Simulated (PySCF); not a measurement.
Method: PBE-D3(BJ)/def2-TZVP // PBE-D3(BJ)/def2-SVP in PySCF. Isolated molecules, 0 K electronic values unless said otherwise. 

Reference species: [Sc(Cl)(F)2] (neutral, multiplicity 1).

The HOMO is -7.82 eV and the coordination number comes out as 3.

Changed species: [Sc(Cl)3] (0 of 3 Cl replaced by F; the reference has 2 of 3 Cl replaced by F).

### Question
What does the change do to the HOMO and coordination number?

### Answer
the HOMO decreases by 0.06 eV, to -7.88 eV; the coordination number hardly moves.
